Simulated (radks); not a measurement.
Question: The mean radii <r> (bohr) of the occupied orbitals of an atom or ion are listed with their occupations. Calculated with a radial shooting solver on a logarithmic mesh with Libxc functionals: scalar-relativistic Kohn-Sham, BLYP, spin-polarised, spherical densities, finite nucleus; Fermi nuclear charge, rms radius of each element as measured or else 0.836 A^(1/3) + 0.57 fm.

| orbital | occ. | <r> |
|---|---|---|
| 1s | 2 | 0.01932 |
| 2s | 2 | 0.08184 |
| 2p | 6 | 0.07291 |
| 3s | 2 | 0.2127 |
| 3p | 6 | 0.2123 |
| 3d | 10 | 0.1925 |
| 4s | 2 | 0.4780 |
| 4p | 6 | 0.5079 |
| 4d | 10 | 0.5476 |
| 5s | 2 | 1.169 |
| 5p | 6 | 1.386 |
| 4f | 14 | 0.7218 |
| 6s | 2 | 3.257 |

Name the element and its charge. Open shells, if any, are filled with parallel spins first.

Answer: Z = 71, lutetium, charge +1: Lu+ in [Xe] 4f14 6s2. The 1s radius gives Z: for a bare nucleus <r> = (2 gamma + 1)/(2Z) with gamma = sqrt(1 - (Z/c)^2), 0.01909 bohr for Z = 71, and screening makes it slightly larger (0.01932 here). The occupations add up to 70, and the charge is Z minus that.
